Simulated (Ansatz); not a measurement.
Molecule: DABCO, C6H12N2, charge 0, multiplicity 1. 
Structure (B3LYP-D3(BJ)/def2-TZVP (Ansatz, an electronic-structure program) minimum search):
SMILES: C1CN2CCN1CC2
```xyz
20

C      0.6315     0.5526     1.3442
C      0.2206     1.5535     0.2212
N     -0.3373     0.8217    -0.9219
C     -1.5102     0.0611    -0.4757
C     -1.0994    -0.9398     0.6473
N      0.3373    -0.8217     0.9219
C      1.0842    -1.1141    -0.3069
C      0.6733    -0.1132    -1.4299
H      0.0879     0.7483     2.2708
H      1.6984     0.6197     1.5671
H      1.0776     2.1322    -0.1299
H     -0.5329     2.2608     0.5739
H     -2.2620     0.7699    -0.1223
H     -1.9281    -0.4593    -1.3401
H     -1.6412    -0.7425     1.5746
H     -1.3073    -1.9718     0.3569
H      2.1506    -1.0452    -0.0823
H      0.8740    -2.1459    -0.5963
H      0.2532    -0.6334    -2.2932
H      1.5298     0.4672    -1.7793
```
Charge 0, spin multiplicity 1.

Wanted: atomisation energy (electronic, to ground-state atoms), in kJ/mol. Valence correlation only, unless marked. UHF or UKS for open shells. Spin-orbit coupling is left out. Non-relativistic. The coupled-cluster limit lacks core correlation, which all-electron functionals hold. Basis-set limits of correlation are two-point, X^-3; Hartree-Fock from the larger set. The bracket is a focal-point correction in the basis named.

| level | program | atomisation energy (kJ/mol) | minus last row |
|---|---|---|---|
| HF/aug-cc-pVDZ | Ansatz | 5743.4 | -2380.2 |
| revPBE-D4/def2-TZVPD | Ansatz + dftd4 | 8174.2 | 50.6 |
| PBE0-D3(BJ)/def2-TZVPD | Ansatz + dftd3 | 8223.0 | 99.4 |
| PBE0/def2-TZVP | Ansatz | 8173.0 | 49.4 |
| PBE-QIDH/def2-TZVPD | Ansatz | 8102.5 | -21.1 |
| MP2/aug-cc-pVDZ | Ansatz | 7722.3 | -401.3 |
| MP2/aug-cc-pVTZ | Ansatz | 8084.6 | -39.0 |
| RI-MP2/cc-pVQZ | Ansatz | 8164.5 | 40.9 |
| SCS-MP2/STO-3G | Ansatz | 8073.9 | -49.7 |
| SCS-MP2/cc-pVTZ | Ansatz | 8003.6 | -120.0 |
| CCSD/6-31G* | Ansatz | 7333.2 | -790.4 |
| CCSD/cc-pVDZ | Ansatz | 7415.4 | -708.2 |
| CCSD(T)/6-31G* | Ansatz | 7420.6 | -703.0 |
| RI-MP2/CBS(aug-cc-pVTZ,aug-cc-pVQZ)+[CCSD(T)-MP2]/aug-cc-pVDZ | Ansatz | 8109.3 | -14.3 |
| RI-MP2/CBS(aug-cc-pVTZ,aug-cc-pVQZ)+[CCSD(T)-MP2]/aug-cc-pVTZ | Ansatz | 8123.6 | 0.0 |
